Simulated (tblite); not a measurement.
A geometry optimisation, step by step.

C₁₀H₆O.
SMILES with atom numbers: `[CH:1]#[C:2][c:3]1[cH:4][cH:5][c:6]2[cH:7][cH:8][o:9][c:10]2[cH:11]1` (hydrogens: H12 on C1; H13 on C4; H14 on C5; H15 on C7; H16 on C8; H17 on C11)

Computed with GFN2-xTB (tblite), gas phase: L-BFGS steps from a force-field or distance-geometry start until the largest atomic force falls under 0.01 eV/Å. 7 of its 23 geometries are shown.

Step 0: E = -774.1451 eV, largest atomic force 3.517 eV/Å
```
atom  x, y, z in Å  |  force x, y, z in eV/Å
C1      3.994    0.881   -0.088   -1.315  -0.359  -0.008
C2      2.816    0.570   -0.112    1.678   0.348   0.054
C3      1.442    0.185   -0.130    1.009   0.927   0.324
C4      1.037   -0.863   -0.932   -1.988  -0.803   0.004
C5     -0.321   -1.217   -0.927    1.296  -0.771  -1.081
C6     -1.226   -0.498   -0.167    1.276  -0.943  -0.977
C7     -2.595   -0.614    0.009   -1.355   0.717   0.904
C8     -2.904    0.395    0.908   -2.160  -2.339  -1.494
O9     -1.833    1.065    1.246   -0.079   2.259   1.888
C10    -0.784    0.564    0.624    1.066  -0.320  -0.521
C11     0.560    0.922    0.643   -0.527   0.426   0.521
H12     5.023    1.153   -0.057   -0.603  -0.143  -0.039
H13     1.725   -1.434   -1.516    0.310  -0.056  -0.166
H14    -0.652   -2.059   -1.562    0.145   0.582   0.477
H15    -3.238   -1.335   -0.454   -0.094   0.117   0.106
H16    -3.947    0.545    1.249    1.301   0.520   0.144
H17     0.894    1.752    1.258    0.039  -0.163  -0.137
```

Step 4: E = -774.4656 eV, largest atomic force 0.523 eV/Å
```
atom  x, y, z in Å  |  force x, y, z in eV/Å
C1      3.988    0.879   -0.087    0.198   0.045   0.015
C2      2.829    0.569   -0.112   -0.261  -0.114   0.001
C3      1.456    0.203   -0.127   -0.038   0.096   0.018
C4      1.020   -0.872   -0.926    0.212   0.037   0.072
C5     -0.300   -1.234   -0.952   -0.069  -0.130  -0.144
C6     -1.207   -0.517   -0.184    0.143  -0.002  -0.024
C7     -2.608   -0.613    0.015   -0.052  -0.297  -0.210
C8     -2.930    0.363    0.886   -0.184  -0.021   0.029
O9     -1.849    1.092    1.271   -0.060  -0.048  -0.024
C10    -0.778    0.560    0.618   -0.125  -0.096  -0.063
C11     0.556    0.930    0.652    0.009   0.082   0.067
H12     5.005    1.149   -0.059   -0.136  -0.033  -0.023
H13     1.731   -1.430   -1.517    0.101   0.105   0.036
H14    -0.650   -2.055   -1.558    0.051  -0.043  -0.038
H15    -3.247   -1.334   -0.451   -0.130   0.048   0.062
H16    -3.918    0.570    1.262    0.329   0.350   0.207
H17     0.896    1.753    1.259    0.012   0.022   0.019
```

Step 7: E = -774.5013 eV, largest atomic force 0.219 eV/Å
```
atom  x, y, z in Å  |  force x, y, z in eV/Å
C1      3.981    0.876   -0.086   -0.054  -0.015   0.004
C2      2.822    0.563   -0.110   -0.047   0.067   0.048
C3      1.449    0.215   -0.124   -0.087  -0.099   0.042
C4      1.030   -0.871   -0.918   -0.028   0.035  -0.075
C5     -0.290   -1.241   -0.966   -0.085  -0.058   0.032
C6     -1.201   -0.527   -0.194   -0.147  -0.016  -0.005
C7     -2.609   -0.631    0.003   -0.064   0.113   0.098
C8     -2.935    0.349    0.877    0.104  -0.001  -0.014
O9     -1.860    1.079    1.263    0.208  -0.027  -0.063
C10    -0.786    0.555    0.614    0.036  -0.109  -0.091
C11     0.547    0.936    0.659    0.036   0.008  -0.036
H12     4.994    1.146   -0.062    0.046  -0.005  -0.016
H13     1.750   -1.415   -1.512    0.108   0.085   0.063
H14    -0.644   -2.067   -1.568    0.142   0.053   0.007
H15    -3.273   -1.336   -0.448   -0.059  -0.074  -0.042
H16    -3.881    0.623    1.297   -0.018   0.061   0.049
H17     0.898    1.759    1.264   -0.090  -0.017   0.001
```

Step 11: E = -774.5155 eV, largest atomic force 0.107 eV/Å
```
atom  x, y, z in Å  |  force x, y, z in eV/Å
C1      3.974    0.873   -0.084    0.021   0.006   0.002
C2      2.813    0.569   -0.102    0.019  -0.009   0.004
C3      1.444    0.209   -0.118    0.033   0.044  -0.024
C4      1.027   -0.867   -0.923    0.024   0.003   0.050
C5     -0.292   -1.248   -0.967    0.028  -0.006  -0.046
C6     -1.215   -0.539   -0.203    0.048  -0.014  -0.003
C7     -2.624   -0.632    0.006    0.017  -0.001  -0.003
C8     -2.927    0.354    0.881   -0.018   0.034   0.023
O9     -1.840    1.072    1.254   -0.018   0.033   0.024
C10    -0.782    0.538    0.599   -0.046   0.004   0.005
C11     0.543    0.934    0.654   -0.024  -0.033   0.011
H12     4.988    1.141   -0.067    0.007  -0.001  -0.007
H13     1.773   -1.393   -1.500   -0.027   0.001  -0.005
H14    -0.621   -2.072   -1.578    0.024  -0.075  -0.065
H15    -3.289   -1.341   -0.447    0.001   0.073   0.066
H16    -3.861    0.654    1.317    0.003  -0.011  -0.007
H17     0.881    1.758    1.266   -0.092  -0.048  -0.025
```

Step 15: E = -774.5185 eV, largest atomic force 0.050 eV/Å
```
atom  x, y, z in Å  |  force x, y, z in eV/Å
C1      3.976    0.874   -0.083    0.007   0.002  -0.001
C2      2.814    0.571   -0.099    0.010   0.003  -0.006
C3      1.446    0.212   -0.119    0.002  -0.025   0.004
C4      1.029   -0.867   -0.919   -0.002  -0.007  -0.021
C5     -0.290   -1.252   -0.973    0.000   0.005   0.017
C6     -1.215   -0.545   -0.205   -0.013   0.001  -0.007
C7     -2.623   -0.628    0.009   -0.006   0.001   0.005
C8     -2.925    0.359    0.884    0.005  -0.014  -0.015
O9     -1.837    1.075    1.254    0.000  -0.013  -0.014
C10    -0.785    0.534    0.596    0.004  -0.013  -0.001
C11     0.539    0.928    0.653    0.018   0.025   0.002
H12     4.990    1.140   -0.069    0.016   0.000  -0.001
H13     1.775   -1.389   -1.498    0.004  -0.025  -0.021
H14    -0.609   -2.081   -1.588    0.026   0.026   0.012
H15    -3.295   -1.332   -0.438   -0.045   0.005   0.017
H16    -3.858    0.659    1.320   -0.012  -0.006  -0.004
H17     0.862    1.753    1.266   -0.014   0.034   0.034
```

Step 18: E = -774.5191 eV, largest atomic force 0.033 eV/Å
```
atom  x, y, z in Å  |  force x, y, z in eV/Å
C1      3.977    0.874   -0.084    0.005   0.000  -0.002
C2      2.816    0.571   -0.099    0.009   0.000  -0.002
C3      1.446    0.212   -0.119    0.029   0.014   0.007
C4      1.030   -0.867   -0.921    0.013   0.019   0.010
C5     -0.289   -1.252   -0.973    0.014   0.005   0.003
C6     -1.215   -0.546   -0.207   -0.006  -0.007   0.003
C7     -2.624   -0.628    0.009   -0.021  -0.007  -0.004
C8     -2.925    0.359    0.884    0.002   0.003   0.003
O9     -1.837    1.074    1.253   -0.002   0.007   0.008
C10    -0.784    0.532    0.595    0.002   0.004  -0.007
C11     0.539    0.929    0.653    0.004  -0.006  -0.002
H12     4.992    1.140   -0.069   -0.018  -0.007  -0.001
H13     1.775   -1.391   -1.500   -0.013  -0.001   0.002
H14    -0.603   -2.080   -1.589   -0.007  -0.001  -0.003
H15    -3.302   -1.329   -0.433   -0.022  -0.011  -0.001
H16    -3.859    0.659    1.320    0.009  -0.007  -0.011
H17     0.856    1.756    1.269    0.003  -0.004  -0.003
```

Step 22: E = -774.5193 eV, largest atomic force 0.010 eV/Å
```
atom  x, y, z in Å  |  force x, y, z in eV/Å
C1      3.978    0.874   -0.084    0.004   0.000  -0.001
C2      2.817    0.571   -0.099    0.002   0.004   0.004
C3      1.448    0.212   -0.118   -0.004  -0.003  -0.002
C4      1.030   -0.866   -0.920   -0.006  -0.002   0.000
C5     -0.288   -1.252   -0.972   -0.004   0.000   0.000
C6     -1.216   -0.547   -0.207   -0.004   0.001   0.000
C7     -2.626   -0.629    0.009    0.003  -0.001   0.001
C8     -2.925    0.359    0.883   -0.001  -0.004  -0.003
O9     -1.836    1.074    1.253   -0.002  -0.003  -0.004
C10    -0.784    0.532    0.594   -0.001  -0.003   0.000
C11     0.539    0.929    0.653   -0.003   0.000   0.000
H12     4.993    1.140   -0.070    0.010   0.000  -0.002
H13     1.774   -1.392   -1.501    0.001   0.005   0.003
H14    -0.602   -2.080   -1.589    0.003   0.005   0.003
H15    -3.306   -1.329   -0.431    0.000   0.002   0.004
H16    -3.859    0.658    1.319   -0.002   0.001  -0.001
H17     0.855    1.756    1.269    0.004  -0.001  -0.001
```

Question: Summarise the path.

Answer: The energy falls by 36.10 kJ/mol from step 0 to step 22; nine tenths of that is first reached at step 6. It rises by more than 0.2 meV at step 2. The largest force goes from 3.517 to 0.010 eV/Å. Among the bonds C8–O9 changes most, from 1.308 to 1.354 Å; the atoms move by 0.058 Å rms after alignment.

Question: Follow the three bonds and two angles with the largest change from start to end.

Answer: 
```csv
step,E above end (kJ/mol),largest force (eV/Å),C8–O9 (Å),C6–C7 (Å),O9–C10 (Å),O9–C8–H16 (°),C7–C8–H16 (°)
0,36.10,3.517,1.308,1.385,1.318,128.5,120.5
1,15.38,3.948,1.379,1.424,1.362,123.2,124.7
2,17.86,4.526,1.390,1.432,1.373,121.7,126.0
3,6.45,0.561,1.363,1.418,1.361,122.9,125.0
4,5.18,0.523,1.359,1.418,1.362,121.9,125.7
5,4.06,0.413,1.359,1.421,1.363,120.8,126.7
6,2.18,0.286,1.356,1.423,1.362,117.3,130.0
7,1.74,0.219,1.355,1.425,1.360,116.8,130.7
8,1.18,0.216,1.356,1.427,1.356,116.0,131.6
9,0.79,0.181,1.356,1.427,1.354,115.9,131.7
10,0.53,0.111,1.356,1.427,1.353,115.9,131.6
11,0.36,0.107,1.355,1.427,1.354,116.0,131.4
12,0.25,0.095,1.354,1.428,1.354,116.1,131.3
13,0.17,0.081,1.354,1.428,1.355,116.1,131.2
14,0.11,0.060,1.354,1.428,1.354,116.1,131.3
15,0.07,0.050,1.354,1.427,1.354,116.1,131.3
16,0.05,0.043,1.354,1.428,1.353,116.1,131.4
17,0.03,0.041,1.354,1.427,1.353,116.2,131.4
18,0.01,0.033,1.354,1.428,1.354,116.2,131.3
19,0.01,0.019,1.354,1.428,1.354,116.2,131.3
20,0.00,0.016,1.354,1.428,1.354,116.2,131.2
21,0.00,0.013,1.354,1.428,1.354,116.2,131.2
22,0.00,0.010,1.354,1.428,1.354,116.2,131.2
```

Run on an Arm Neoverse V2 with one thread, no GPU, shared host.
